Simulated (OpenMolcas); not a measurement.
# What dynamic correlation does to the levels of Se5+

```yaml
Program: OpenMolcas
Basis: ANO-RCC-VDZP [5s4p2d]
Scalar_Hamiltonian: DKH2, point nucleus
Active_space: 1 electron in 4 orbitals (4s 4p)
State_averaging: 2S+1 = 2 even, 1 root; 2S+1 = 2 odd, 3 roots
Spin-orbit_coupling: state interaction with AMFI integrals over the reference wave functions, term energies averaged over their components
```

Methods on the same reference wave functions:
A. CASSCF
B. SS-CASPT2, IPEA 0.25 Eh, imaginary shift 0.1 Eh (closed shells correlated: 3d)
C. XMS-CASPT2, IPEA 0.25 Eh, imaginary shift 0.1 Eh (closed shells correlated: 3d)

Energies in cm⁻¹ above 4s ²S_1/2, the measured ground level; measured values from Moore, Atomic Energy Levels, vol. II, NSRDS-NBS 35 (1971 reprint of NBS Circular 467, 1952).

```
     Level       A       B       C  Measured
 4s ²S_1/2     0.0     0.0     0.0       0.0
4p ²P°_1/2  118640  118745  118727    112762
4p ²P°_3/2  122333  122438  122420    118462
```

Deviations, from unrounded energies. A percentage is the sum of absolute deviations over the sum of measured energies, with the sign that they share, or ± where signs differ.

```
           Against measurement  Levels     A     B     C
mean absolute deviation (cm-1)       2  4900  5000  5000
      other configurations (%)       2  +4.2  +4.3  +4.3
```

A, B, C lie about equally close to measurement. The largest miss of A in the table is 4p ²P°_1/2, by +5900 cm-1. The ranking rests on the paired levels alone, and a cruder setting can come out closer through cancelling errors.

Between B and C the level of the table that moves most is 4p ²P°_1/2, by 18 cm-1 (lowest in C, highest in B).

The lowest spin-free term lies below A's lowest term by 0.007 hartree in B, 0.007 hartree in C.

The basis is small and was not contracted for so high a charge. With one active electron the reference holds no correlation, so core polarisation is missing (holds for A). With one active electron, CASPT2 adds the correlation within the correlated inactive shells and between them and that electron, and leaves the splitting within a term as the reference gives it (holds for B; C). Measured partners are found by configuration, term and J. A level has none where our copy of the source lacks it or the pairing is in doubt (some pairs that miss far off the trend of their configuration count as doubtful), and it then counts in no deviation. Levels of configurations outside the active space are missing.

° marks odd parity.
